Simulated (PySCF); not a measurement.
Vertical excitations of a molecule C5H6 from PySCF with TDA-PBE/def2-SVPD, as energy in eV (oscillator strength): 5.88 (0.004), 6.32 (0.006), 6.57 (0.020), 6.66 (0.011), 6.90 (0.005), 6.93 (0.097), 7.08 (0.004), 7.10 (0.003), 7.26 (0.043), 7.47 (0.036). Lowest triplet (TDA): 5.15 eV. The structure is a stationary point at B3LYP-D3(BJ)/def2-SVP. The values are those of a single conformer.

Question: Which structure fits?
A. C#CC1CC1
B. C=C=CC=C
C. C#CC(=C)C
D. C#CCC=C

Answer: A, C#CC1CC1
